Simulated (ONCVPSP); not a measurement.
Before and after: ONCV potential for zinc (Zn)

ONCVPSP 4.0.1 input, shortened (lines: element, Z, core and valence counts, functional; n l f; lmax; l rc ep ncon nbas qcut; lloc lpopt rc5 dvloc0; l nproj debl; icmod fcfact rcfact), PBE, fully relativistic:

```
  Zn 30.00    3    3        4      upf
    1    0    2.00
    2    0    2.00
    2    1    6.00
    3    0    2.00
    3    1    6.00
    3    2   10.00
    2
    0    1.10    0.00    5    9    9.40
    1    0.70    0.00    3    7   12.60
    2    1.35    0.00    3    8    9.20
    4    5    0.45    0.00
    0    2    1.20
    1    2    2.70
    2    2    1.40
    3    3.50    1.55
```

Open shells are filled in proportion to 2j + 1.

In the s channel the program set the typed energies aside and used -5.515, 0.250 Ha. In the p channel the program set the typed energies aside and used -3.796, 0.250 Ha (j = l + 1/2; the other j can differ).

All-electron outer shells of the reference configuration (PBE, scalar-relativistic, ld1.x):

| shell | level (eV) | outermost node (bohr) | outermost maximum (bohr) |
| --- | --- | --- | --- |
| 3s | -150.11 | 0.28 | 0.59 |
| 3p | -104.31 | 0.25 | 0.59 |
| 3d | -30.86 | – | 0.57 |

Change: all radii but the core radius scaled by about 0.88 (s 0.96, p 0.62, d 1.18 bohr); local potential polynomial inside 0.40 bohr (lpopt 5, dvloc0 0 Ha).

Cutoffs: the cutoffs (Ha) at which the residual kinetic energy of the hardest occupied pseudo-wave falls to 1 and 0.1 mHa per electron; they do not see the model core or the augmentation charge, which bear on the density cutoff. Errors are all-electron minus pseudo energies relative to the spin-unpolarised reference configuration.

Problem. How do hardness, ghosts and transferability respond?

Solution. The potential gets harder (63 Ha and 279 Ha → 173 Ha and 405 Ha); of the 4 tests that both files solve, the error grows in 0 and shrinks in 3 by more than 15 % and 0.3 meV (median size 8.2 → 6.9 meV); neither file shows a bound ghost. A smaller radius makes the pseudo-wave follow the all-electron one further in, where it bends more sharply, so more plane waves are needed. Less of the atom is replaced, so other configurations are described better.

```tsv
quantity	base	changed
cutoff, loose	63 Ha	173 Ha
cutoff, tight	279 Ha	405 Ha
loose cutoff by channel	s 41 Ha, p 63 Ha, d 42 Ha	s 150 Ha, p 92 Ha, d 173 Ha
bound ghosts	none	none
GHOST(+) flags under 300 eV	s at 237.2 eV	s at 219.4 eV
error for 3s2 3p6 3d10 4s2, meV [ΔE -28.33 eV]	+13	+11
error for 3s2 3p6 3d10 4s1, meV [ΔE -18.44 eV]	+3.7	+3.2
error for 3s2 3p6 3d9, meV [ΔE 40.53 eV]	+115	+51
error for 3s2 3p6 3d10 4p1, meV [ΔE -12.12 eV]	+1.1	+0.8
rms error of d²Exc/dni dnj with the model core, mHa	6.97	7.12
```
